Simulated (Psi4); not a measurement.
disiloxane (H6OSi2), singlet, geometry from GFN2-xTB; Psi4 with BHHLYP/6-311G**.

Input for Psi4:
```
memory 2 GB

molecule {
0 1
  Si    1.58554558   -0.29465325    0.09305373
  O    -0.00374610   -0.02898376   -0.03187953
  Si   -1.58414102    0.30551525   -0.08108531
  H     1.99636140   -0.92391127   -1.16028168
  H     2.22242187    1.00620543    0.29041493
  H     1.77723671   -1.17669751    1.24269936
  H    -2.21375802   -0.47470673    0.98249776
  H    -2.04757203   -0.09473461   -1.40797725
  H    -1.72438507    1.74364671    0.14012516
}

set basis 6-311g**
set scf_type pk
set puream true
set d_convergence 1e-8
set dft_radial_points 99
set dft_spherical_points 590

energy('bhhlyp')
print_variables()
```

The log (banner, timings and long lists left out):

```
   => Loading Basis Set <=

    Name: 6-311G**
    Role: ORBITAL
    Keyword: BASIS

         ---------------------------------------------------------
                                   SCF
               by Justin Turney, Rob Parrish, Andy Simmonett
                          and Daniel G. A. Smith
                              RKS Reference
         ---------------------------------------------------------

  ==> Geometry <==

    Molecular point group: c1
    Full point group: C1

    Geometry (in Angstrom), charge = 0, multiplicity = 1:

       Center              X                  Y                   Z               Mass
    ------------   -----------------  -----------------  -----------------  -----------------
         SI           1.585676840820    -0.293636772182     0.094167995698    27.976926534650
         O           -0.003614839180    -0.027967282182    -0.030765264302    15.994914619570
         SI          -1.584009759180     0.306531727818    -0.079971044302    27.976926534650
         H            1.996492660820    -0.922894792182    -1.159167414302     1.007825032230
         H            2.222553130820     1.007221907818     0.291529195698     1.007825032230
         H            1.777367970820    -1.175681032182     1.243813625698     1.007825032230
         H           -2.213626759180    -0.473690252182     0.983612025698     1.007825032230
         H           -2.047440769180    -0.093718132182    -1.406862984302     1.007825032230
         H           -1.724253809180     1.744663187818     0.141239425698     1.007825032230

  Running in c1 symmetry.

  Rotational constants: A =      1.41870  B =      0.09525  C =      0.09523 [cm^-1]
  Rotational constants: A =  42531.67058  B =   2855.61019  C =   2854.88744 [MHz]
  Nuclear repulsion =  159.877954797474587

  Charge       = 0
  Multiplicity = 1
  Electrons    = 42
  Nalpha       = 21
  Nbeta        = 21

  ==> Algorithm <==

  SCF Algorithm Type is PK.
  DIIS enabled.
  MOM disabled.
  Fractional occupation disabled.
  Guess Type is SAD.
  Energy threshold   = 1.00e-06
  Density threshold  = 1.00e-08
  Integral threshold = 1.00e-12

  ==> Primary Basis <==

  Basis Set: 6-311G**
    Blend: 6-311G**
    Number of shells: 56
    Number of basis functions: 106
    Number of Cartesian functions: 109
    Spherical Harmonics?: true
    Max angular momentum: 2

  ==> DFT Potential <==

   => LibXC <=

    Version 7.1.2
[...]
   @RKS iter   4:  -657.87644078779044   -1.91268e-03   8.64264e-05 DIIS
   @RKS iter   5:  -657.87647066772729   -2.98799e-05   8.93459e-06 DIIS
   @RKS iter   6:  -657.87647137265026   -7.04923e-07   1.23637e-06 DIIS
   @RKS iter   7:  -657.87647138542332   -1.27731e-08   1.38742e-07 DIIS
   @RKS iter   8:  -657.87647138560874   -1.85423e-10   1.96944e-08 DIIS
   @RKS iter   9:  -657.87647138561158   -2.84217e-12   3.01040e-09 DIIS
  Energy and wave function converged.

  ==> Post-Iterations <==

   Electrons on quadrature grid:
      Ntotal   =   42.0000000713 ; deviation = 7.130e-08

    Orbital Energies [Eh]
    ---------------------

    Doubly Occupied:

[...]
    Virtual:

[...]
     106A    142.318531

    Final Occupation by Irrep:
              A
    DOCC [    21 ]
    NA   [    21 ]
    NB   [    21 ]

  @RKS Final Energy:  -657.87647138561158

   => Energetics <=

    Nuclear Repulsion Energy =            159.8779547974745867
    One-Electron Energy =               -1228.2827847278958870
    Two-Electron Energy =                 437.7302065903808170
    DFT Exchange-Correlation Energy =     -27.2018480455710652
    Empirical Dispersion Energy =           0.0000000000000000
    VV10 Nonlocal Energy =                  0.0000000000000000
    Total Energy =                       -657.8764713856115804

Computation Completed

Properties will be evaluated at   0.000000,   0.000000,   0.000000 [a0]

Properties computed using the SCF density matrix

 Multipole Moments:

 ------------------------------------------------------------------------------------
     Multipole            Electronic (a.u.)      Nuclear  (a.u.)        Total (a.u.)
 ------------------------------------------------------------------------------------

 L = 1.  Multiply by 2.5417464519 to convert [e a0] to [Debye]
 Dipole X            :         -0.0075930            0.0104178            0.0028248
 Dipole Y            :         -0.0593005            0.0806762            0.0213757
 Dipole Z            :         -0.0648116            0.0884374            0.0236259
 Magnitude           :                                                    0.0319857

 ------------------------------------------------------------------------------------

  Variable Map:
  ----------------------------------------------------------------------------
[...]
  Array Variable Map:
  ----------------------------------------------------------------------------
[...]
[...]
```
